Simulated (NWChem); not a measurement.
Molecule: ZnNH3; SMILES [NH2][ZnH]

```xyz
5

Zn    -0.0074    -0.3688    -0.0406
H     -0.0092    -1.8988    -0.0501
N     -0.0023     1.4434    -0.1445
H     -0.8193     1.9776     0.1367
H      0.8216     1.9687     0.1333
```
Atoms are numbered in this order, from 1.

Program: NWChem. STO-3G and 3-21G are far too small for this property and stand as cheap habits. The geometry was optimised at PBE0/def2-SVP. GIAO values for the isolated, static molecule; σ is the absolute isotropic shielding, δ = σ(reference) − σ with the isolated reference molecule computed at the same levels (1H: tetramethylsilane, 15N: ammonia).

### Question
Estimate the computed values for Hartree-Fock/STO-3G. Quantities: σ Zn1 (ppm); δ H2 (ppm); δ N3 (ppm); δ H4 (ppm).

### Answer
```yaml
"σ Zn1 (ppm)": -21778.8
"δ H2 (ppm)": -117.90
"δ N3 (ppm)": 204.5
"δ H4 (ppm)": 5.04
```
